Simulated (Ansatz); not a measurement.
The same ligand exchange along the group B, Al, Ga, In.

Computed with Ansatz on PBE0-D4/def2-TZVP structures; ΔE is electronic, products minus reactants. CCSD(T)/CBS adds triple-zeta CCSD(T) − MP2 to the extrapolated MP2 energy (def2 sets, frozen cores). This one scheme is used for every species. def2 core potentials past Kr. For Br, Ga, In outer-core shells are correlated without core-valence functions, which leaves a few kJ/mol of doubt a bond. Scalar relativity is left out up to krypton. Each species was taken in one conformer, which may not be the lowest.

Q: Order these by ΔE at CCSD(T)/CBS, lowest first. (An estimate is asked.)
A. `[SH][Ga]([SH])[Br]` + H–F → `[F][Ga]([SH])[SH]` + HBr
B. `[SH][Al]([SH])[Br]` + H–F → `[F][Al]([SH])[SH]` + HBr
C. `SB(S)Br` + H–F → `FB(S)S` + HBr
D. `[SH][In]([SH])[Br]` + H–F → `[F][In]([SH])[SH]` + HBr

A: C (-0.43 eV), B (-0.17 eV), A (+0.53 eV), D (+0.84 eV).

Largest T1 diagnostic: 0.015, for `[F][In]([SH])[SH]`.
